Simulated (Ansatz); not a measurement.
Z-matrix (Å, degrees):
```
B
O 1 1.3645
H 2 0.9606 1 113.01
O 1 1.3645 2 120.00 3 0.00
H 4 0.9606 1 113.01 2 180.00
O 1 1.3645 2 120.00 3 180.00
H 6 0.9606 1 113.01 2 0.00
```
Charge 0, spin multiplicity 1.

Method: frozen-core CCSD(T)/def2-TZVPP // CAM-B3LYP-D3(BJ)/def2-TZVP run with Ansatz (a quantum-chemistry and plane-wave program).

```
Quantity                       Result
----------------------  -------------
HF energy               -251.31372 Ha
MP2 correlation energy    -0.81327 Ha
```

Estimate the CCSD correlation energy, the (T) correction, the total energy and the T1 diagnostic.


CCSD correlation energy: -0.82300 Ha
(T) correction: -0.02852 Ha
CCSD(T) total energy: -252.16524 Ha
T1 diagnostic: 0.012
